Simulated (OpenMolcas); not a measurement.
**Os6+: moving or changing the point charges**

Os6+ among 3 point charges of -3 e arranged as a planar triangle (D3h), 2.17 Å from the ion.
```
   2.1700    0.0000    0.0000  -3.00
  -1.0850    1.8793    0.0000  -3.00
  -1.0850   -1.8793    0.0000  -3.00
```

```yaml
Program: OpenMolcas
Method: "SS-CASPT2, IPEA 0.25 Eh, imaginary shift 0.1 Eh (closed shells correlated: 4f 5s 5p)"
Basis: ANO-RCC-VDZP [7s6p4d2f1g]
Scalar_Hamiltonian: DKH2, point nucleus
Active_space: 2 electrons in 5 orbitals (5d)
State_averaging: 2S+1 = 3 even, 10 roots; 2S+1 = 1 even, 15 roots
Spin-orbit_coupling: RASSI with atomic mean-field integrals over the reference wave functions
```

Runs around this geometry, states (labels of D3, the rotations of D3h). Energies in cm-1 above the lowest state or level, χT in cm3 K/mol.

| R (Å) | q (e) | Ground state | First state of that spin | First gap with spin-orbit (degeneracies) | χT at 300 K | First state of another spin |
| --- | --- | --- | --- | --- | --- | --- |
| 2.17 | -1.5 | 3A2 | 3E 690 | 1660 (1, 2) | 0.076 | 1E 11040 |
| 2.06 | -3 | 3E | 3A2 920 | 4230 (1, 2) | 0.022 | 1A1 9330 |
| 2.17 | -3 | 3E | 3A2 430 | 3660 (1, 2) | 0.027 | 1A1 10060 |
| 2.37 | -3 | 3A2 | 3E 57 | 2740 (1, 2) | 0.041 | 1E 11150 |

The ground state changes within this set.

Roots that are degenerate in the reference are averaged as groups; the widest CASPT2 spread within a group is 86 cm-1 (the 2-fold group of multiplicity 3 near 9420 cm-1 above the lowest state of its run, R = 2.17, q = -3). Shifts and gaps below about the spread of the groups concerned are not significant. Free-ion shares, where given, are those of the reference states; single-state CASPT2 does not remix them. Spin-orbit coupling mixes the spin-free states strongly: the lowest level takes only 54 % from its leading state, 3E, which lies 693 cm-1 above the lowest spin-free state (figures for R = 2.17, q = -1.5; the like holds for R = 2.06, q = -3, R = 2.17, q = -3, R = 2.37, q = -3). An orbital doublet at a regular site is open to a Jahn-Teller distortion, which this geometry leaves out (holds for R = 2.06, q = -3; R = 2.17, q = -3). Point charges carry no covalency, so the field is a model and not that of real ligands. No measured value stands beside these numbers.
